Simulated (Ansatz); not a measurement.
An input meant for the cluster PtS2 (charge 0, singlet).

```yaml
crystal:
  periodic: [false, false, false]
  atoms:
    - {symbol: Pt, position_ang: [0.000691, -0.000752, -0.002976]}
    - {symbol: S, position_ang: [-1.240211, 0.554427, -0.385470]}
    - {symbol: S, position_ang: [1.239521, -0.553777, 0.388942]}
basis:
  gaussian: {orbitals: def2-SVPD, fitting: {mean_field: def2-universal-jkfit}}
hamiltonian: {xc: {name: revPBE}}
scf: {omitted_lower_state_checks: [starts]}
output: {forces: true}
```

```sh
$ ansatz run in.yaml --threads 4 --pin off --events-out ev --progress --plain --max-ram 3916MiB
```

Shortened log:

```
Functional definition: revPBE
483 factors; integrals over basis functions are off by at most 1.2e-1 eV
mean field evaluation 1: about -24858.6849 eV, gradient 2.4e1 eV
mean field evaluation 2: about -24856.8808 eV, gradient 3.7e1 eV
mean field evaluation 4: about -24860.1225 eV, gradient 5.0e0 eV
mean field evaluation 8: about -24860.1339 eV, gradient 4.8e0 eV
mean field evaluation 16: about -24860.3481 eV, gradient 3.1e-4 eV
mean field -24860.34814229 eV, -913.6009432801 hartree, gradient 5.0e-6 eV, S^2 0.000000; 0 other end points of the search recorded, 0 dependent functions left out
reference -24860.34818556 eV, -913.6009448701 hartree; 25, 25 occupied and 64, 64 virtual orbitals, 483 factors
Total energy: -24860.34818556 eV, -913.6009448701 hartree
Atom 0 at     0.000691    -0.000752    -0.002976 Å, force     0.978109    -1.057501    -4.782339 eV/Å
Atom 1 at    -1.240211     0.554427    -0.385470 Å, force  -104.577661    47.046425   -30.115493 eV/Å
Atom 2 at     1.239521    -0.553777     0.388942 Å, force   103.599552   -45.988925    34.897832 eV/Å
Dipole moment:     0.024133    -0.025589    -0.113870 e Å
Checks for a lower state left out: starts
```

In this input the geometry is squeezed to about two thirds of its size. Self-consistency was reached. The result belongs to that input, not to the species as meant.

In the def2 sets Pt takes a core potential; there is no spin–orbit coupling. The restricted singlet is unstable towards broken spin symmetry at other levels; at RKS revPBE/def2-SVPD this wasn't settled.
